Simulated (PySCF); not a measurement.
## Structure from NMR data

The spectra below were simulated for a compound C₆H₇FOSi.

1H NMR (400 MHz, computed): δ 6.34 (m, 1H), 6.23 (m, 1H), 5.28 (m, 1H), 4.87 (m, 1H), 4.41 (m, 1H), 2.24 (m, 1H), 1.36 (d, 1H).

13C{1H} NMR (computed): δ 140.9, 117.6, 86.7, 77.9, 57.6, 17.2.

No solvent, non-relativistic Hamiltonian, a single conformation. Shielding tensors at PBE0/pcSseg-1 (GIAO); GFN2-xTB structure; PySCF.

Chemical shifts δ = σref − σ; 1H (31.72 ppm) and 13C (186.93 ppm) vs TMS, all at this level.

Deduce the structure.

## Answers


1. Rings plus π bonds: 4 (1 ring in the answer).
2. 6 carbon signals for 6 carbons: no two carbons are equivalent.
3. Carbon types of the structure: 2 × C, 3 × CH, 1 × CH2, leaving 2 H on heteroatoms.
4. δC 140.9: fully substituted alkene carbon; the olefinic region.
5. δC 117.6: terminal =CH2 carbon; as expected for a trigonal carbon in a double bond.
6. δC 86.7: alkyne carbon; sp carbons lie upfield of alkene carbons because the cylindrical π system leaves one tensor component strongly shielded.
7. δC 77.9: terminal alkyne carbon; the triple bond shields along its axis, which puts it between sp3 and sp2 carbons.
8. δC 57.6, 17.2: three-membered-ring carbon.
9. δH 6.34, 6.23: hydrogen on a terminal =CH2 carbon; a vinylic proton, deshielded by the sp2 carbon and the C=C anisotropy.
10. δH 1.36: hydrogen on a terminal alkyne carbon; it lies on the axis of the triple bond, in its shielding cone.

The compound is `C#C[C@@H]1C(=C)[C@@H]1O[SiH2]F`.

The shifts were computed for this structure.

Splittings by 19F in the carbon and heteronuclear signals aren't shown, as no couplings were computed. Shifts are as computed. Against solution values, carbons near 30 ppm lie about +3 ppm off and those near 130 ppm about +5 ppm. Of 1211 compounds with measured shifts, 218 miss one by over three times the rms of a fit or turn the order of signals round; such compounds aren't used in these exercises. No couplings were computed; multiplicities are counted from neighbouring protons, with m where these are inequivalent, close in shift, in a saturated or five-membered ring or joined by F or P, and br s for small geminal =CH2 splittings.
